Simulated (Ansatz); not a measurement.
`[CH3][Zn][CH2][AlH2]` + HCl → `[CH3][Zn][CH2]Cl` + `[AlH3]`  (substitution at a C–Al bond)

Calculated with Ansatz (gas phase, PBE0-D4/def2-TZVP geometries, no zero-point term in ΔE). CCSD(T)/CBS adds triple-zeta CCSD(T) − MP2 to the extrapolated MP2 energy (def2 sets, frozen cores). This one scheme is used for every species. Functionals use def2-TZVPP. B3LYP here is the variant with VWN-RPA as its local correlation; programs differ in this. For Zn outer-core shells are correlated without core-valence functions, which leaves a few kJ/mol of doubt a bond. Scalar relativity is left out up to krypton. Each species was taken in one conformer, which may not be the lowest.

`[CH3][Zn][CH2][AlH2]`:

```xyz
11

C    -0.458   -0.033    2.506
Zn   -0.372    0.277    0.591
C    -0.298    0.601   -1.328
Al    0.947   -0.554   -2.225
H    -1.458   -0.355    2.805
H    -0.219    0.878    3.060
H     0.251   -0.807    2.810
H    -0.029    1.659   -1.425
H    -1.327    0.457   -1.678
H     2.478   -0.139   -2.363
H     0.486   -1.984   -2.753
```

HCl:

Cartesian coordinates in Å:
```
Cl 0.214 -0.549 0.249
H -0.214 0.549 -0.249
```

`[CH3][Zn][CH2]Cl`:

```xyz
9

C    -1.462   -1.194   -0.568
Zn   -0.071    0.066   -0.097
C     1.363    1.289    0.431
Cl    2.305    0.431    1.710
H    -1.396   -2.093    0.050
H    -2.452   -0.755   -0.424
H    -1.376   -1.497   -1.615
H     1.021    2.224    0.875
H     2.069    1.530   -0.363
```

`[AlH3]`:

```xyz
4

Al    0.000    0.000    0.000
H     1.160    0.247    1.053
H     0.104    0.622   -1.455
H    -1.264   -0.869    0.402
```

CCSD(T)/CBS gives +1.03 eV.

(1) Another level gave +1.00 eV. Which?
A. B3LYP/def2-TZVPP
B. B2PLYP/def2-TZVPP
C. HF/def2-TZVPP
D. r2SCAN/def2-TZVPP

Largest T1 diagnostic among the species: 0.013.

## Answers

(1) B. B2PLYP 1.00, B3LYP 0.95, HF/def2-TZVPP 0.85, r2SCAN 1.05 eV.

In def2-TZVPP, CCSD(T) changes the Hartree–Fock value by +0.20 eV (the triples alone add +0.02 eV) and MP2 by +0.26 eV.
